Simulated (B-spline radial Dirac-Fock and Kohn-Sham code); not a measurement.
The Co-like isoelectronic sequence (27 electrons), Z = 45 to 56

Calculated with a radial B-spline solver, using multi-electron Dirac-Fock with separately optimised hole states, Breit and Lamb-shift corrections added in first order. Binding energies in eV, tabulated ground configurations ([Ar] 3d9 throughout). No correlation.

```csv
ion,2s,2p1/2,2p3/2,3s,outermost level,NIST ionisation energy
Rh¹⁸⁺,3942.9,3674.9,3531.8,1115.2,800.6 (3d),794 ± 3
Pd¹⁹⁺,4185.2,3909.0,3751.2,1203.5,875.0 (3d),869 ± 4
Ag²⁰⁺,4435.7,4151.1,3977.5,1295.3,952.4 (3d),946 ± 4
Cd²¹⁺,4694.3,4401.5,4210.8,1390.5,1033.0 (3d),1026 ± 4
In²²⁺,4961.3,4660.0,4450.9,1489.2,1116.6 (3d),1109 ± 4
Sn²³⁺,5236.7,4926.8,4698.1,1591.3,1203.2 (3d),1195 ± 4
Sb²⁴⁺,5520.5,5202.0,4952.1,1697.0,1293.0 (3d),1285 ± 4
Te²⁵⁺,?,?,?,?,?,?
I²⁶⁺,6113.8,5777.7,5481.1,1918.9,1481.7 (3d),1472 ± 4
Xe²⁷⁺,6423.5,6078.4,5756.0,2035.3,1580.6 (3d),1571 ± 4
Cs²⁸⁺,6741.9,6387.9,6037.8,2155.2,1682.6 (3d),1672 ± 4
Ba²⁹⁺,7069.3,6706.1,6326.7,2278.8,1787.7 (3d),1776 ± 4
```

Problem. Fill in the row of Te²⁵⁺.

Solution. 2s 5812.8, 2p1/2 5485.6, 2p3/2 5213.1, 3s 1806.2, outermost 1385.8 (3d), NIST 1377 ± 4 eV.

NIST's values are for the lowest levels; a dash marks a value that is missing or belongs to another shell. Their kind here: theoretical. Where a p, d or f shell is open in either ion the computed value averages over both j values and all terms, while the table refers to the lowest levels; that difference holds spin-orbit splitting (largest in heavy or highly charged ions), term energies where several electrons share open shells, and correlation, and it can reach 10 % or more.
